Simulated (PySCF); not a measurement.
Z-matrix (Å, degrees):
```
Al
Br 1 2.2661
Br 1 2.2661 2 119.10
```
Charge 0, spin multiplicity 2.

Question: What dipole moment, highest occupied spin orbital and total energy does PySCF with PBE-D3(BJ)/def2-TZVP // PBE0-D4/def2-TZVP give?

Answer: 
```yaml
dipole_moment: 1.18 D
highest_occupied_spin_orbital: -5.55 eV
total_energy: -5389.9420 Ha
```
